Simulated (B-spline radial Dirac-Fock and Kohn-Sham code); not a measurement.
# Sc²⁺: input and output of one calculation

ΔSCF core binding energies without Breit or QED terms, calculated with a B-spline atomic structure program. Keys: rel is the Hamiltonian (dirac, or spin-free x2c and nr, where L3 and M5 stand for the whole 2p and 3d shells), method is hf or an exchange,correlation pair (spin-unpolarised, also for the hole states), nuc the nuclear model, radius_factor scales its radius, rmax is the box in bohr, h the logarithmic mesh step, order the B-spline order, points the quadrature points per cell, c_factor scales the speed of light, and damp, ndamp, maxit and tol steer the iteration. The run stops when the commutator error falls below 10·tol·max(1, Z/10), or the numerical noise floor, and the energy has settled to about 1e-8 Ha; the virial ratio is −V/T.

Input (task.json):

```json
{"items": [{"Z": 21, "q": 2, "cfg": [[1, 0, 2], [2, 0, 2], [2, 1, 6], [3, 0, 2], [3, 1, 6], [3, 2, 1]], "A": 45, "rrms": 3.5459, "do": "settings", "holes": ["K", "L3", "M5"],
  "settings": [{"rel": "dirac", "method": "hf", "nuc": "fermi", "radius_factor": 1.0, "rmax": 45.0, "h": 0.3, "order": 8, "points": 10, "c_factor": 1.0, "maxit": 71, "damp": 0.995, "ndamp": 100, "tol": 1e-08}]}]}
```

Command: `python xray2_run.py task.json out`

Ground-state iterations:

```
iter   energy (Ha)        error
   1     -756.95277738  7.92e-01
   2     -761.95660097  2.32e-01
   3     -761.96616787  2.31e-01
   4     -761.97561767  2.29e-01
   5     -761.98495179  2.28e-01
   6     -761.99417166  2.26e-01
   7     -762.00327868  2.25e-01
   8     -762.01227422  2.23e-01
   9     -762.02115966  2.22e-01
  10     -762.02993635  2.20e-01
  11     -762.03860561  2.19e-01
  12     -762.04716875  2.18e-01
  13     -762.05562709  2.16e-01
  14     -762.06398190  2.15e-01
  15     -762.07223444  2.13e-01
  23     -762.13472018  2.02e-01
  31     -762.19134185  1.92e-01
  39     -762.24264787  1.82e-01
  47     -762.28913476  1.72e-01
  55     -762.33125228  1.63e-01
  63     -762.36940795  1.55e-01
  71     -762.40397114  1.47e-01
```

The ground state had not converged after 71 iterations, with total energy -762.40397 Ha, virial ratio 1.97277 and highest orbital energy -17.32 eV. ΔSCF binding energies: K (1s) 4526.8 eV, L3 (2p3/2) 428.7 eV (not all states converged, so these are not final). Holes are computed only in closed shells, and unreliable hole states are left out.

Q: One setting is unsound. Which, and why?

A: damp is so close to 1 that the orbitals hardly move in each step. With the default settings (Dirac Hartree-Fock): The ground state converged in 10 iterations, with total energy -762.73187 Ha, virial ratio 1.99044 and highest orbital energy -24.44 eV. ΔSCF binding energies: K (1s) 4523.3 eV, L3 (2p3/2) 428.1 eV. Holes are computed only in closed shells, and unreliable hole states are left out.
